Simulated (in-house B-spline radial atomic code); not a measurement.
Re²⁺. Computed with a B-spline radial atomic code. Model: non-relativistic spherical atom: semilocal Troullier-Martins pseudo-atom, one channel per l, against all electrons, high spin, G0W0 and RPA with empty states to l = 8, local potential for every l without a channel, a model core (radius 0 = none) keeps its share of the functional.

Without relativity these are model numbers for so heavy an element.

What the tables leave out is listed at the end.

The pseudopotential gives back the lowest level of each angular momentum of its own functional in the configuration it was made in; a second state of the same l is only approximately right. Exact exchange, RPA and GW see the smooth pseudo-orbitals and miss the exchange with the core, for which the functional's share stands in. The column with an uncorrelated core keeps all orbitals and exact exchange, and so separates missing core correlation from pseudisation. Only the three outermost levels and the lowest empty one were computed. RPA here is direct RPA, with no exchange kernel, and its energies carry an (l + 1/2)⁻⁴ tail. A hybrid on a potential with a model core restores only its own semilocal share of the core's exchange.

Command:
```bash
python run_psgw.py task.json out
```
Settings (lengths in bohr, energies in hartree):
```
Z                      75
electrons              73
configuration          [Xe] 4f14 5d5
generated_in           [Xe] 4f14 5d5 6s2
functional             pbe,pbe
core_shells            9
radius_factor          1
core_correction        True
```

Run time, properties included: 63 s on 1 thread of Arm Neoverse N1, on a shared host.

Given: made with PBE; model core radius 0.61 bohr; local radius 1.081 bohr; mean-field start PBE0.

Valence shells of the generating configuration: 5s, 4f, 5p, 5d, 6s.

Channel: s 1.026, p 1.112, d 1.387, f 1.39 (radii in bohr).

Computed: largest level miss in the spin-unpolarised generating configuration 0.081 eV; valence RPA correlation energy pseudo -2.458 hartree; all-electron RPA polarisability, core included 8.0611 bohr³; pseudo-atom RPA polarisability 7.7165 bohr³.

```tsv
level	occupied	mean-field all-electron (eV)	mean-field pseudo minus all (eV)	G0W0 all-electron (eV)	G0W0 uncorrelated core minus all (eV)	G0W0 pseudo minus all (eV)	exchange self-energy all-electron (eV)	exchange self-energy pseudo (eV)
5d up	1	-25.016	-0.317	-29.444	-0.052	-0.663	-29.351	-28.447
5p down	1	-60.018	-0.125	-64.945	-0.062	-0.736	-38.271	-34.219
5d down (empty)	0	-18.039	-0.257	-15.057	-0.034	-0.402	-10.749	-9.6948
```

Question: What is the valence RPA correlation energy all-electron orbitals?

Answer: -1.8723 hartree.

Among the listed levels the largest G0W0 shift of the pseudo-atom is -0.74 eV, for 5p down on the PBE0 start, while leaving the core uncorrelated moves that level by -0.06 eV. So pseudisation and the lost core exchange, not the missing core correlation, make the error. Not in the tables (levels of low weight, unsolved or above zero; the highest and the empty levels are kept at any weight): on PBE, a start not tabulated, the G0W0 levels 5d up (pseudo minus all -1.76 eV, weights 0.83 and 0.19), 5p down (pseudo minus all -0.83 eV, weights 0.83 and 0.84), 5p up (pseudo minus all -0.83 eV, weights 0.03 and 0.05), 5d down (pseudo minus all -0.52 eV, weights 0.83 and 0.76); on PBE0 the G0W0 levels 5p up (pseudo minus all -2.15 eV, weights 0.09 and 0.06); no Hartree-Fock pseudo-atom is run with a model core.
